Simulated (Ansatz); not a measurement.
## Reading a saddle point

A first-order saddle point of ZnH2BrCl, closed shell, PBE0-D4/def2-TZVP, with one imaginary mode of 841i cm⁻¹:

```
5
angstrom
Zn -0.5430 0.0678 0.3914
Br 1.0827 -0.8364 -1.4810
Cl -2.4722 -0.6033 0.8706
H 1.1460 0.3526 -0.3306
H 0.7865 1.0192 0.5496
```

Ansatz 0.2.0; basis: def2-TZVPP and def2-QZVPP; cores frozen in the correlated methods. The 3s and 3p shells of Cu and Zn are frozen; filled d shells are correlated. The def2 sets are not built for correlating such inner shells, so the correlated values are less sure here. Extrapolation: Hartree–Fock as exp(−7.88 √X), correlation as X^−2.97.

(1) Which contacts change along the imaginary mode, and what lies on either side? (A judgement: the text doesn't fix the answer.)

(2) Which side is lower, and how far does the saddle lie above each? (An estimate is asked for; the value comes from the calculation.)

No T1 diagnostic of these runs exceeds 0.012.

## Answers

(1) Computed: The step is ZnBrCl + H₂ → ZnHCl ([Cl][ZnH]) + HBr, with the molecules in contact on both sides. Shortening one way: Zn1–H5, Br2–H4; lengthening the same way: Zn1–Br2, H4–H5.
```tsv
pair	one side (Å)	saddle (Å)	other side (Å)
Zn1–H5	2.75	1.64	1.53
Br2–H4	3.41	1.66	1.42
Zn1–Br2	2.23	2.64	3.02
H4–H5	0.75	1.16	3.43
```

(2) By the calculation: The side with Zn1–Br2, H4–H5 short is lower by 113.9 kJ/mol; the saddle lies 167.2 kJ/mol above it and 53.3 kJ/mol above the other (CCSD(T) at an estimated basis limit (MP2 extrapolated from triple and quadruple zeta, plus CCSD(T) − MP2 in triple zeta); electronic energies).

Labels in which every atom is bracketed show which atoms are joined, not bond orders.

For scale, one of the runs: CCSD(T)/def2-TZVPP, 182 basis functions, launched by `ansatz run in.yaml --threads 4 --pin off --events-out ev --progress --plain --max-ram 9574MiB`. Hardware: 4 CPU threads of an Arm Neoverse V2, shared host. Wall time 40 s; peak host memory 1.7 GiB.
